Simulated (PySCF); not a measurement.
# Orbital picture of CSe

BP86 at R = 1.682 Å; PySCF, no relativity, basis sets C 6-31G(d,p), Se 6-31G(d,p). State: ¹Σ⁺ (singlet), closed shell. Only the outer orbitals are listed, counted within each symmetry.

| orbital | occ. | ε (eV) | on C (%) | main shells (%) |
| --- | --- | --- | --- | --- |
| 8σ | 2 | -19.89 | 31 | 63 Se s, 24 C s |
| 9σ | 2 | -12.81 | 39 | 38 C s, 32 Se s, 28 Se p |
| 4π | 2 | -8.13 | 29 | 70 Se p, 29 C p |
| 4π | 2 | -8.13 | 29 | 70 Se p, 29 C p |
| 10σ | 2 | -7.01 | 74 | 45 C p, 28 C s, 24 Se p |
| 5π | 0 | -3.32 | 66 | 66 C p, 30 Se p |
| 5π | 0 | -3.32 | 66 | 66 C p, 30 Se p |
| 11σ | 0 | 0.92 | 4 | 76 Se p, 14 C p, 11 Se d |

Task: Which are the highest filled and the lowest empty level, where do they sit, and how wide is the gap?

Result: Highest filled 10σ at -7.01 eV (in %: 45 C p, 28 C s, 24 Se p); lowest empty 5π at -3.32 eV (in %: 66 C p, 30 Se p); the gap at BP86 is 3.69 eV.

```
bond order (Mayer)                              : 2.61
⟨S²⟩                                            : 0.000
charge on C (Mulliken, basis-dependent)         : -0.04
charge on C (Löwdin, basis-dependent)           : -0.17
dipole moment (positive dipole means C(−)Se(+)) : 1.78 D
```
